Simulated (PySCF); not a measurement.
Ca: excitation energy

Ca [Ar] 4s2 (1S) → Ca [Ar] 4p2 (3P), as a difference of total energies. All numbers are calculated (PySCF 2.14, the spin-free X2C one-electron Hamiltonian (Gaussian nucleus), in x2c-TZVPPall with one added diffuse shell each of s, p, d type (7s6p4d, 45 functions)). Correlated levels: valence: [Ar] frozen. The calculations carry no spin-orbit coupling.

```csv
method,excitation energy (eV),error (eV)
UHF,4.185,-0.589
MP2 (valence),4.575,-0.199
SCS-MP2 (valence),4.751,-0.023
CCSD (valence),4.607,-0.167
```

Reference: 4.774 eV (measured; NIST levels, between the centres of gravity of the two terms).

Errors of the correlated levels include the incompleteness of this basis and the frozen core.

With two correlated electrons CCSD is exact in that space.

The coupled-cluster amplitudes are large for the upper state (T1 above 0.03 or a double amplitude above 0.15), so a single reference is strained.
